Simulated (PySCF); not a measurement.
CH4AlIO. Atoms are numbered in the order given.

```xyz
8

Al     0.1002    -1.3762     0.0000
I     -0.0466     1.1190     0.0000
C     -1.4934    -2.4789     0.0000
H     -2.1150    -2.2680     0.8860
H     -1.2348    -3.5493     0.0000
H     -2.1150    -2.2680    -0.8860
O      1.6383    -2.1013     0.0000
H      2.4856    -1.6461     0.0000
```

Coordinates come from a B3LYP-D3(BJ)/def2-SVP optimisation. The def2 effective core potentials stand for the cores of I; spin–orbit coupling is left out. The values are those of a single conformer.

The numbers are results of IEF-PCM-B3LYP/def2-SVP (PySCF 2.14.0), not measurements.

The values are the electrostatic part of the solvation free energy, E(continuum) − E(gas) at the gas-phase geometry, in a cavity of scaled van der Waals radii (PySCF's table); cavitation and dispersion terms are not included. A continuum can't describe solvent molecules that bind to the metal. In vacuum the orbital gap is 6.63 eV. The dipole moment in vacuum is 0.91 D.

Computed values in water (ε = 78.36), chloroform (ε = 4.71), ethanol (ε = 24.85):
```
solvent         ε  ΔG(elec) (kcal/mol)  dipole (D)  gap (eV)
----------  -----  -------------------  ----------  --------
water       78.36                 -6.2        1.35      7.00
chloroform   4.71                 -4.4        1.23      6.90
ethanol     24.85                 -5.9        1.34      6.98
```
